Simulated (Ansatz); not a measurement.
HfS₂⁻. The state is a doublet with charge -1. Geometry PBE0-D4/def2-TZVP, that of the neutral singlet.

```xyz
3

Hf    0.7408    0.1539   -0.3661
S    -0.7325    1.7053    0.1995
S    -0.0083   -1.8592    0.1667
```

In the def2 sets Hf takes a core potential; there is no spin–orbit coupling. The structure comes from a short search, and lower isomers may exist.

(1) Estimate the α-spin orbital energies around the gap (eV) in Ansatz with PBE-D4/def2-TZVPD, r2SCAN-D4/def2-TZVPD, PBE0-D4/def2-TZVPD.

## Answers

(1) 
| orbital | PBE-D4/def2-TZVPD | r2SCAN-D4/def2-TZVPD | PBE0-D4/def2-TZVPD |
| --- | --- | --- | --- |
| HOMO−5 | -1.97 | -2.19 | -3.13 |
| HOMO−4 | -1.93 | -2.12 | -3.03 |
| HOMO−3 | -1.71 | -1.88 | -2.75 |
| HOMO−2 | -1.58 | -1.77 | -2.62 |
| HOMO−1 | -0.80 | -0.99 | -1.82 |
| HOMO | -0.12 | -0.40 | -0.98 |
| LUMO | 1.24 | 1.19 | 1.85 |
| LUMO+1 | 1.27 | 1.24 | 1.91 |
| LUMO+2 | 2.64 | 2.84 | 3.15 |
| LUMO+3 | 2.93 | 3.19 | 3.59 |
| LUMO+4 | 3.22 | 3.68 | 3.64 |
| LUMO+5 | 3.26 | 3.69 | 3.74 |
| β HOMO | -0.80 | -0.99 | -1.83 |
| β LUMO | 0.84 | 1.14 | 1.46 |
